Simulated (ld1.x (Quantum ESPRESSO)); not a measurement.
# carbon: PAW pseudisation with LDA (PZ), scalar-relativistic reference atom.

- Element: C (Z = 6)
- Generator: ld1.x (Quantum ESPRESSO) 7.5
- Type: PAW
- Functional: LDA (PZ)
- Relativity: scalar-relativistic
- Frozen core: [He]
- Valence charge: 4
- Reference configuration: 2s2 2p1 (charge +1)
- Partial waves: 2s (bound): rcut 0.92, rcutus 1.06 bohr; 2s channel at -1.55 Ry: rcut 0.92, rcutus 1.06 bohr; 2p (bound): rcut 1.92, rcutus 2.32 bohr; 2p channel at -0.1 Ry: rcut 1.92, rcutus 2.32 bohr
- Local potential: all-electron potential smoothed inside 2.02 bohr (lloc = -1)
- Core correction: Bessel-smoothed model core inside 1.05 bohr
- Augmentation charge: BESSEL, radius 0.78 bohr

* Cutoffs needed: 25 Ry and 35 Ry (the cutoffs (Ry, on a coarse ladder) from which the occupation-weighted sum of valence levels, in a spherical-Bessel basis at the reference potential, stays within 10 and 1 mRy of its value at 400 Ry)
* Ghost test: no extra level below or beside the all-electron valence levels (s, p, d, f tested) (spherical-Bessel basis up to 400 Ry, 20 bohr box)
* Configuration tests: test run stopped at test 2 of 9 (negative rho)
* Lowest eigenvalue of the overlap operator: 0.30 (p channel)
